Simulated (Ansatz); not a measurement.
# GaCl3 (SMILES [Cl][Ga]([Cl])[Cl]): the energy to break a bond

The species is GaCl3 (4 atoms), meant as a singlet with charge 0. As SMILES, `[Cl][Ga]([Cl])[Cl]`. Geometry: optimised at B3LYP/def2-SVP.

```xyz
4

Cl    0.8771    0.3761    1.9105
Ga    0.0138   -0.0151   -0.0051
Cl   -0.0916   -2.0191   -0.7405
Cl   -0.7438    1.5977   -1.1853
```

Wanted: the dissociation energy of the Cl3–Ga2 bond into doublet Cl and doublet GaCl2 (shapes relaxed at B3LYP/def2-SVP, no zero-point term). 1 Eh = 2625.50 kJ/mol = 27.2114 eV. Totals in Eh; open shells run unrestricted unless said.

```tsv
level	program	GaCl3	doublet Cl	doublet GaCl2
PBE0-D4/def2-SVP	Ansatz	-3304.242956	-459.838528	-2844.247122
CAM-B3LYP/def2-SVP	Ansatz	-3305.094246	-460.004687	-2844.937133
wB97M-V/def2-SVP	Ansatz	-3304.784948	-459.967660	-2844.656713
```

**Question.** Work out the dissociation energy at each level.

**Answer.** 
1. PBE0-D4/def2-SVP: (-459.838528) + (-2844.247122) − (-3304.242956) = 0.157306 Eh = 413.0 kJ/mol = 4.28 eV.
2. CAM-B3LYP/def2-SVP: (-460.004687) + (-2844.937133) − (-3305.094246) = 0.152426 Eh = 400.2 kJ/mol = 4.15 eV.
3. wB97M-V/def2-SVP: (-459.967660) + (-2844.656713) − (-3304.784948) = 0.160575 Eh = 421.6 kJ/mol = 4.37 eV.

The levels span 400 to 422 kJ/mol; no measured value is set beside them. A bond enthalpy at 298 K also holds the loss of zero-point energy and thermal terms.
